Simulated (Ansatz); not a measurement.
BrH$_{6}$NSi$_{2}$, SMILES `N[SiH]([SiH3])Br`, relaxed with RKS PBE0-D4/def2-TZVP in Ansatz from a PBE-D4/def2-SVP geometry. The force threshold is 0.005 eV/Å; the program also tests the step.

Charge 0, multiplicity 1.

Start:

```xyz
10

N    -0.028    0.746   -1.654
Si    0.003    0.839    0.078
Si    0.352   -1.311    0.950
Br   -1.928    1.561    1.066
H    -0.631    0.046   -2.095
H    -0.043    1.616   -2.195
H     1.042    1.859    0.443
H     0.302   -1.271    2.452
H    -0.747   -2.209    0.444
H     1.678   -1.876    0.511
```

Q: By how much does the energy fall, and how many steps does the optimiser take? (Best estimate.)

A: Computed: 4.02 kJ/mol, in 7 steps.

Q: Which bonds change most? (Best estimate.)

A: The calculation gave: Si2–Br4 from 2.285 to 2.256 Å; N1–Si2 from 1.735 to 1.707 Å; Si2–H7 from 1.501 to 1.482 Å; Si3–H10 from 1.506 to 1.488 Å.

Q: Give the relaxed structure. (An estimate is asked.)

A: Ansatz gave: 
```xyz
10

N    -0.067    0.752   -1.633
Si    0.000    0.824    0.071
Si    0.351   -1.311    0.947
Br   -1.888    1.573    1.054
H    -0.640    0.060   -2.088
H    -0.031    1.602   -2.174
H     1.035    1.823    0.428
H     0.276   -1.265    2.430
H    -0.712   -2.216    0.430
H     1.678   -1.843    0.535
```
